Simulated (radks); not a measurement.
Cr13+, configuration [Ne] 3s1. All-electron calculation, scalar-relativistic Kohn-Sham, PBE, spin-polarised, spherical densities, finite nucleus; open shells are filled with parallel spins first; Fermi nuclear charge, rms radius 3.6452 fm. Program: a radial shooting solver on a logarithmic mesh with Libxc functionals.

Unscreened Slater integrals over Kohn-Sham orbitals (eV). They are taken over the spin-up orbitals.

F0(3s,3s): 32.579
F0(3s,2p): 42.738
G1(3s,2p): 4.2530
F0(3s,2s): 41.950
G0(3s,2s): 3.3706
F0(3s,1s): 48.342
G0(3s,1s): 2.1259
F0(2p,2p): 97.245
F2(2p,2p): 45.856
F0(2p,2s): 89.853
G1(2p,2s): 52.017
F0(2p,1s): 133.53
G1(2p,1s): 22.302
F0(2s,2s): 85.064
F0(2s,1s): 119.56
G0(2s,1s): 10.873
F0(1s,1s): 403.05
